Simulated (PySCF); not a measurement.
Electric properties by functional and basis

Species: C4H5ClGe.
Numbering: `[Cl:1][GeH:2]1[CH:3]=[CH:4][CH:5]=[CH:6]1` (hydrogens: H7 on Ge2; H8 on C3; H9 on C4; H10 on C5; H11 on C6)

PySCF, dipoles from the SCF density, polarisabilities from static response with core orbitals frozen. Isolated species at its PBE0-D3(BJ)/def2-SVP geometry, gas phase. The LDA/def2-SVPD calculation is non-relativistic and has no spin–orbit coupling, an omission that weighs most on germanium.

Q: How do dipole and polarisability depend on functional and basis here?

A: 

```csv
level,μ (D),α (au),anisotropy (au)
LDA/def2-SVPD,2.548,89.68,35.54
PBE/def2-SVPD,2.531,88.79,35.40
B3LYP/def2-SVPD,2.592,86.89,34.07
PBE0/def2-SVPD,2.625,85.79,33.59
BHandHLYP/def2-SVPD,2.683,84.17,32.63
CAM-B3LYP/def2-SVPD,2.655,85.31,32.99
wB97X-D/def2-SVPD,2.654,85.09,32.37
LC-wPBE/def2-SVPD,2.721,82.77,31.83
HF/def2-SVPD,2.811,81.91,31.27
PBE0/6-31G*,2.848,70.39,37.71
PBE0/def2-SVP,2.358,71.67,36.21
PBE0/aug-cc-pVDZ,2.581,87.26,33.82
PBE0/def2-TZVP,2.517,81.91,35.33
PBE0/def2-TZVPD,2.530,87.53,33.88
```

The anisotropy is √(½[(α1 − α2)² + (α2 − α3)² + (α3 − α1)²]). The dipole runs from 2.36 D (PBE0/def2-SVP) to 2.85 D (PBE0/6-31G*). No reference polarisability is at hand; against PBE0 in the largest diffuse basis at hand (def2-TZVPD) the other PBE0 rows deviate by 6-31G* -20%, def2-SVP -18%, def2-SVPD -2%, aug-cc-pVDZ 0%, def2-TZVP -6%. In one basis (def2-SVPD) the functionals order the polarisability from HF (lowest) to LDA (highest), a spread of 9%. With PBE0 the polarisability is 74.66 au without diffuse functions (mean of 6-31G*, def2-SVP and def2-TZVP) and 86.86 au with them (mean of def2-SVPD, aug-cc-pVDZ and def2-TZVPD).
